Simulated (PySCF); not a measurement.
# Two-photon absorption: `C#CC(F)=C=CF`, C5H2F2

Geometry:
```
atom   x (Å)   y (Å)   z (Å)
  C1   2.216   1.189   0.686
  C2   1.441   0.349   0.320
  C3   0.528  -0.643  -0.114
  F4   1.092  -1.834  -0.374
  C5  -0.756  -0.462  -0.268
  C6  -2.036  -0.265  -0.331
  F7  -2.651   0.166  -1.435
  H8   2.902   1.936   1.012
  H9  -2.726  -0.431   0.491
```

Computed with TDDFT CAM-B3LYP/def2-TZVPD excited states, vertical, gas phase in PySCF 2.14.0. Geometry: PBE0-D3(BJ)/def2-TZVP.

Task: How strongly do the lowest singlets absorb one photon, and two photons of half the energy?

Result: δ for parallel linear polarisation; σ at the peak of a Lorentzian of half width 0.1 eV, single beam; Ω is circular over linear.
```
state  E (eV)      f  photon λ (nm)  δ (au)  σ (GM)     Ω                                  main
   S1    5.00  0.001            496    0.22    0.00  1.50    HOMO−1→LUMO 0.65, HOMO→LUMO+1 0.31
   S2    5.05  0.000            491     0.2    0.00  1.41    HOMO→LUMO+1 0.63, HOMO−1→LUMO 0.31
   S3    5.51  0.174            450      23    0.26  0.53    HOMO→LUMO 0.75, HOMO−1→LUMO+1 0.13
   S4    5.94  0.000            417    0.19    0.00  1.44                      HOMO−2→LUMO 0.91
   S5    6.68  0.001            371    3.21    0.05  1.23  HOMO→LUMO+5 0.46, HOMO−3→LUMO+1 0.35
   S6    6.98  0.010            355    39.9    0.71  0.83  HOMO−3→LUMO 0.27, HOMO−2→LUMO+1 0.26
```

Among these, the strongest one-photon state is S3, the strongest two-photon state S6, with a dipole change of 1.1 D (relaxed, norm of the difference vector).
